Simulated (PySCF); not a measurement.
Calculation: PySCF with TPSSh-D3(BJ)/def2-TZVP // r2SCAN-D4/def2-SVP. Isolated molecules, 0 K electronic values unless said otherwise. 

Reference species: [W(Cl)(F)5] (neutral, multiplicity 1).

The HOMO–LUMO gap comes out as 4.57 eV. The LUMO comes out as -5.25 eV.

Changed species: [W(Cl)5(F)] (1 of 6 Cl replaced by F; the reference has 5 of 6 Cl replaced by F).

**Question.** What does the change do to the HOMO–LUMO gap and LUMO?

**Answer.** the HOMO–LUMO gap decreases by 1.72 eV, to 2.85 eV; the LUMO falls by 0.44 eV, to -5.69 eV.
